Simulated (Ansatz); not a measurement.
The same substitution along the group O, S, Te.

Gas-phase electronic energies from Ansatz, PBE0-D4/def2-TZVP geometries. CCSD(T)/CBS is the MP2 limit (def2-TZVPP, def2-QZVPP) plus CCSD(T) − MP2 in def2-TZVPP, frozen cores. This one scheme is used for every species. DFT in def2-TZVPP. B3LYP here is the variant with VWN-RPA as its local correlation; programs differ in this. Elements past krypton have def2 core potentials. For Te outer-core shells are correlated without core-valence functions, which leaves a few kJ/mol of doubt a bond. Each species was taken in one conformer, which may not be the lowest.

```
                               reaction  CCSD(T)/CBS(def2) (kcal/mol)
     `C=C(N)O` + HCl → `C=C(N)Cl` + H₂O                           1.2
     `C=C(N)S` + HCl → `C=C(N)Cl` + H₂S                           3.1
`C=C(N)[TeH]` + HCl → `C=C(N)Cl` + H₂Te                             ?
```

(1) Fill in the missing values. (An estimate is asked.)

Largest T1 diagnostic: 0.012, for `C=C(N)S`.

Results:

(1) Ansatz gave: `C=C(N)[TeH]` + HCl → `C=C(N)Cl` + H₂Te: +6.0 kcal/mol.
